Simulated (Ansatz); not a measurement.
C3H8OSi can be A, `CC1OC[SiH2]1`, or B, `C1C[SiH2]CO1`.

Computed with Ansatz on PBE0-D4/def2-TZVP structures; ΔE is electronic, products minus reactants. CBS: MP2 limit from def2 TZ/QZ plus the TZ coupled-cluster correction, frozen cores. DFT in def2-TZVPP. B3LYP here is the variant with VWN-RPA as its local correlation; programs differ in this.

A:

Z-matrix (Å, degrees):
```
C
C 1 1.505
H 1 1.094 2 110.6
H 1 1.093 2 110.3 3 119.4
H 1 1.092 2 111.4 3 -120.2
O 2 1.451 1 111.0 3 58.8
Si 2 1.899 1 122.7 3 161.7
H 2 1.100 1 110.0 3 -62.2
C 6 1.442 2 104.0 1 140.5
H 7 1.489 2 114.6 1 -15.5
H 7 1.490 2 120.6 1 117.6
H 9 1.092 6 110.4 2 -137.6
H 9 1.097 6 111.3 2 101.6
```

B:

```xyz
13

C     0.9974    0.9011   -0.1503
C    -0.5024    1.0874   -0.4028
Si   -1.1940   -0.5794    0.1445
C     0.5449   -1.3383    0.2991
O     1.3750   -0.4344   -0.4199
H     1.2335    1.1534    0.8952
H     1.6145    1.5285   -0.7960
H    -0.6965    1.2464   -1.4661
H    -0.9080    1.9381    0.1472
H    -1.9431   -0.5403    1.4302
H    -2.0483   -1.2334   -0.8819
H     0.6637   -2.3251   -0.1495
H     0.8633   -1.4041    1.3504
```

(1) Which isomer does CCSD(T)/CBS put lower? Give the gap. (An estimate is asked.)

(2) Give E(B) − E(A) in kcal/mol with B3LYP, r2SCAN-D4, B3LYP-D4, CCSD/def2-TZVPP, B2PLYP, MP2/def2-TZVPP, PBE-D4. (An estimate is asked.)

Largest T1 diagnostic: 0.012.

Answers

(1) Ansatz gave: B, by 18.7 kcal/mol.

(2) Computed: B3LYP -17.6, r2SCAN-D4 -19.0, B3LYP-D4 -18.2, CCSD/def2-TZVPP -19.0, B2PLYP -18.2, MP2/def2-TZVPP -19.1, PBE-D4 -17.8. None reverses the order clearly.

From PBE to PBE0 (25 % exact exchange), in def2-TZVPP and without D4, E(B) − E(A) moves by −1.3 kcal/mol.
